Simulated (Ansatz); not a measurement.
FGaH$_{2}$OS, SMILES `[OH][Ga]([F])[SH]`, relaxed with RKS PBE0-D4/def2-TZVP in Ansatz from a GFN2-xTB geometry. The force threshold is 0.005 eV/Å; the program also tests the step.

Total charge 0; spin multiplicity 1.

Start:

```xyz
6

O    -1.347    0.333    1.227
Ga    0.064    0.182    0.230
F     1.426    1.106    0.833
S     0.391   -0.969   -1.638
H    -2.181   -0.105    1.064
H     1.648   -0.547   -1.715
```

```json
{"step": "1", "energy (eV)": "-68000.0891", "largest force (eV/Å)": "1.047", "largest move (Å)": "0.000"}
{"step": "2", "energy (eV)": "-68000.1179", "largest force (eV/Å)": "0.602", "largest move (Å)": "0.035"}
{"step": "3", "energy (eV)": "-68000.1335", "largest force (eV/Å)": "0.279", "largest move (Å)": "0.060"}
{"step": "4", "energy (eV)": "-68000.1341", "largest force (eV/Å)": "0.346", "largest move (Å)": "0.071"}
{"step": "5", "energy (eV)": "-68000.1403", "largest force (eV/Å)": "0.093", "largest move (Å)": "0.037"}
{"step": "6", "energy (eV)": "-68000.1431", "largest force (eV/Å)": "0.016", "largest move (Å)": "0.035"}
{"step": "7", "energy (eV)": "-68000.1432", "largest force (eV/Å)": "0.005", "largest move (Å)": "0.008"}
```

End:

```xyz
6

O    -1.361    0.341    1.257
Ga    0.090    0.209    0.256
F     1.459    1.121    0.834
S     0.323   -0.954   -1.572
H    -2.112   -0.161    0.933
H     1.601   -0.557   -1.709
```

Run time 27 s (2 threads of an AMD EPYC 7R13 on a shared host); peak host memory 0.43 GiB.
